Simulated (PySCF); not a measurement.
silicon dioxide molecule (O₂Si), SMILES O=[Si]=O. Coordinates come from a PBE-D3(BJ)/def2-TZVP optimisation.

Computed equilibrium geometry at PBE-D3(BJ)/def2-TZVP (PySCF confirms it by a frequency run) as a Z-matrix, and its point group:
point group D∞h.
```
Si
O 1 1.5272
O 1 1.5272 2 180.00
```
Charge 0, spin multiplicity 1.
